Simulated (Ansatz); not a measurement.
`BO[SiH2]C#C` + H–F → `C#C[SiH2]F` + `BO` at 700 K and 1 bar (ligand exchange at the Si–O bond).

Isolated molecules relaxed with PBE0-D4/def2-TZVP in Ansatz; ΔE leaves out vibrations. CCSD(T)/CBS adds triple-zeta CCSD(T) − MP2 to the extrapolated MP2 energy (def2 sets, frozen cores). This one scheme is used for every species. Each species was taken in one conformer, which may not be the lowest.

```tsv
species	CCSD(T)/CBS energy (Eh)	H − E (kJ/mol)	S (J/(mol·K))
`BO[SiH2]C#C`	-468.17507	241.4	460.5
H–F	-100.39570	45.2	198.5
`C#C[SiH2]F`	-466.78369	159.3	383.1
`BO`	-101.80414	126.4	277.4
```

H − E and S are ideal-gas, rigid-rotor, harmonic terms from PBE0-D4/def2-TZVP, for one conformer and one mirror image of each species. 1 Eh = 2625.50 kJ/mol, R = 8.31446 J/(mol·K).

Question: By hand: ΔE, ΔH, ΔS and ΔG.

Answer: ΔE = (-466.78369) + (-101.80414) − (-468.17507) − (-100.39570) = -0.01706 Eh = -44.8 kJ/mol. Δ(H − E) = 159.3 + 126.4 − 241.4 − 45.2 = -0.9, so ΔH = -45.7 kJ/mol. ΔS = 383.1 + 277.4 − 460.5 − 198.5 = 1.5 J/(mol·K). ΔG = -45.7 − 700 × (1.5)/1000 = -46.8 kJ/mol.

Question: By hand: the equilibrium constant, and the temperature at which ΔG would vanish if ΔH and ΔS stayed fixed.

Answer: log₁₀ K = −ΔG/(RT ln 10) = 3.5. ΔH and −TΔS have one sign here, so there is no such temperature.

The number of gas molecules stays the same, so ΔS is small and ΔH decides. A doubt of 5 kJ/mol in ΔE shifts log₁₀ K by 0.4 here. Other conformers and mirror images would add mixing entropy, several J/(mol·K) or more a flexible species. Modes under 60 cm⁻¹, often nearly free rotors, make the harmonic entropy too high. These are equilibria of isolated gas molecules and say nothing of rates. Largest T1 diagnostic: 0.014 (customary marks: 0.02 for closed shells, 0.045 for open ones).

ΔS is within the doubt of such terms, so its sign, and with it that verdict, could turn.
